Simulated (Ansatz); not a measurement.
System: 2H-oxasiline, C4H6OSi, charge 0, multiplicity 1. 
Coordinates optimised at B3LYP-D3(BJ)/def2-TZVP (Ansatz, a first-principles code):
```xyz
12

C      1.6995     0.0783     0.0679
C      1.1130    -1.1283     0.0087
O     -0.2165    -1.3336    -0.0488
Si    -1.3795    -0.1179    -0.0567
C     -0.3846     1.4278     0.0284
C      0.9603     1.3256     0.0772
H      2.7789     0.1094     0.1104
H      1.6800    -2.0513     0.0026
H     -2.1915    -0.2664    -1.2883
H     -2.2834    -0.3387     1.0975
H     -0.8290     2.4166     0.0413
H      1.5606     2.2298     0.1277
```
Charge 0, spin multiplicity 1.

Property: vertical triplet-singlet gap (E(triplet) - E(singlet); each state is the SCF solution reached for its spin; for the triplet the Hartree-Fock reference is unstable and T1 is 0.021; for the singlet the Hartree-Fock reference is unstable and T1 is 0.014), in kcal/mol. Valence correlation only, unless marked. Open shells are spin-unrestricted. Spin-orbit coupling is left out. Non-relativistic. Basis-set limits of correlation are two-point, X^-3; Hartree-Fock from the larger set.

```csv
level,program,vertical triplet-singlet gap (kcal/mol)
HF/aug-cc-pV(T+d)Z,Ansatz,55.0
HF/aug-cc-pV(Q+d)Z,Ansatz,54.9
SVWN5/def2-TZVPD,Ansatz,66.0
PBE/def2-TZVPD,Ansatz,63.4
r2SCAN/def2-TZVPD,Ansatz,60.9
B3LYP/def2-TZVPD,Ansatz,65.1
PBE0/def2-TZVPD,Ansatz,63.9
BHLYP/def2-TZVPD,Ansatz,65.0
CAM-B3LYP/def2-TZVPD,Ansatz,66.4
wB97M-V/def2-TZVPD,Ansatz,70.4
wB97X-V/def2-TZVPD,Ansatz,69.5
B2PLYP/def2-TZVPD,Ansatz,68.0
RI-MP2/aug-cc-pV(T+d)Z,Ansatz,85.8
RI-MP2/aug-cc-pV(Q+d)Z,Ansatz,86.2
"RI-MP2/CBS(aug-cc-pV(T+d)Z,aug-cc-pV(Q+d)Z)",Ansatz,86.6
CCSD/aug-cc-pV(D+d)Z,Ansatz,69.9
CCSD(T)/aug-cc-pV(D+d)Z,Ansatz,70.6
```
